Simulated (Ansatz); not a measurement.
```yaml
atoms:
  - { symbol: C, position_ang: [0.0000, -0.2774, -1.3727] }
  - { symbol: C, position_ang: [0.0000, 0.6258, 0.0000] }
  - { symbol: C, position_ang: [0.0000, -0.2774, 1.3727] }
  - { symbol: H, position_ang: [0.0000, 0.4028, -2.3480] }
  - { symbol: H, position_ang: [0.9586, -0.9815, -1.4265] }
  - { symbol: H, position_ang: [-0.9586, -0.9815, -1.4265] }
  - { symbol: H, position_ang: [-0.9495, 1.3469, 0.0000] }
  - { symbol: H, position_ang: [0.9495, 1.3469, 0.0000] }
  - { symbol: H, position_ang: [0.0000, 0.4028, 2.3480] }
  - { symbol: H, position_ang: [-0.9586, -0.9815, 1.4265] }
  - { symbol: H, position_ang: [0.9586, -0.9815, 1.4265] }
```

Basis set: 6-31G* (spherical functions). Correlated methods keep 3 orbitals frozen. Charge 0, multiplicity 1.

Computed with Ansatz (development build ahead of 0.2.0); each method stands on the lowest determinant of its kind that the runs found. Restricted open shells among the atoms or ions are ROHF, correlated in semicanonical orbitals with singles.

(1) Give the atomization energy at this shape (free ground-state atoms in the same class of orbitals less the molecule, no zero-point energy) of singlet C₃H₈ by RHF-MP2, RHF.

Results:

(1)

| method | atomization energy |
| --- | --- |
| RHF-MP2 | 3736.3 kJ/mol |
| RHF | 3104.6 kJ/mol |

Caution: no unrestricted run beside it, a lower state can exist; the shape is not the minimum.
